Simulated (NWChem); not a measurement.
CdHBr; SMILES [CdH][Br]

Program: NWChem. All runs use the structure optimised with PBE0/def2-SVP. def2 effective core potentials on Cd; no spin-orbit coupling.

For level PBE/STO-3G (all-electron, non-relativistic):

highest occupied level (eV): -2.77
orbital gap (eV): 5.94
dipole (D): 1.66

Task: How do the values read with level PBE/def2-SVP (core potentials) instead?

Result: 
| Item | Value |
|---|---|
| highest occupied level (eV) | -6.71 |
| orbital gap (eV) | 5.03 |
| dipole (D) | 1.83 |
